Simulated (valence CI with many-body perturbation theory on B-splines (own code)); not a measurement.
## Pb I in brief

Level of theory: valence CI with perturbative core correlation (CI+MBPT): four valence electrons over a frozen Dirac-Fock core [Xe] 4f14 5d10, a basis of 11 s, 11 p, 9 d, 7 f, 5 g, 2 h, 1 i functions for each j, with the one-electron correlation potential Σ1, the two-electron term Σ2, the three-electron term Σ3, Breit, model QED; selected CI, second order for the rest, scaled by the run's own slope (own B-spline code, finite nucleus).

Against 21 measured levels this calculation errs by 151 cm⁻¹ on average and by 460 at most. These come from a selection out of the NIST Handbook of Basic Atomic Spectroscopic Data. Levels without a partner in it may be off by more.

Levels are named by their leading jj configuration (3d3/2^4 stands for four electrons in 3d with j = 3/2), which in mixed levels can hold well under half, so a name can repeat and another be missing.

Rates and lifetimes use the calculated energies. Strong lines usually hold to 10 to 20 %, long lifetimes can be off by a factor of two.

Problem. What is the ground level?

Solution. (6s^2 6p1/2^2) J=0, composition 81 % 6s²6p² ³P + 15 % 6s²6p² ¹S.

Problem. Name the longest-lived excited levels whose lifetime is computed, and their main decay.

Solution. (6s^2 6p1/2 6p3/2) J=2 at 1.349 eV lives 2.28 s, mostly by E2 to (6s^2 6p1/2^2) J=0; (6s^2 6p1/2 6p3/2) J=1 at 1.006 eV lives 125 ms, mostly by M1 to (6s^2 6p1/2^2) J=0; (6s^2 6p3/2^2) J=2 at 2.717 eV lives 33.0 ms, mostly by M1 to (6s^2 6p1/2 6p3/2) J=1.

Problem. Where does the other parity begin?

Solution. At (6s^2 6p1/2 7s) J=0, 4.349 eV.

Problem. What is the ionisation energy?

Solution. 7.3999 eV; NIST lists 7.41668 eV (measured).

Problem. How well does LS coupling describe the low levels?

Solution. Among the lowest 20 levels the leading LS term, summed over configurations, holds 70 % on average. For single configurations the figures are 65 % in LS and 90 % in jj coupling. Terms mix most in the J = 2 level at 5.704 eV, where the leading one holds 42 %.

Problem. Among levels below 6.786 eV, which E1 lines absorb most strongly from the ground level?

Solution. to (6s^2 6p1/2 6d3/2) J=1 at 217.0 nm, f = 0.489; to (6s^2 6p1/2 7s) J=1 at 282.5 nm, f = 0.196; to (6s^2 6p1/2 7d3/2) J=1 at 190.8 nm, f = 0.133.

Problem. What are the static dipole polarisabilities of the lowest levels?

Solution. (6s^2 6p1/2^2) J=0 46.6; (6s^2 6p1/2 6p3/2) J=1 58.6 (tensor -5.8); (6s^2 6p1/2 6p3/2) J=2 62.6 (tensor -9.3) bohr³, of which the core gives 3.63. The recommended value for the atom is 47 ± 3 bohr³ (Schwerdtfeger and Nagle, table of static dipole polarizabilities (2023 update)).
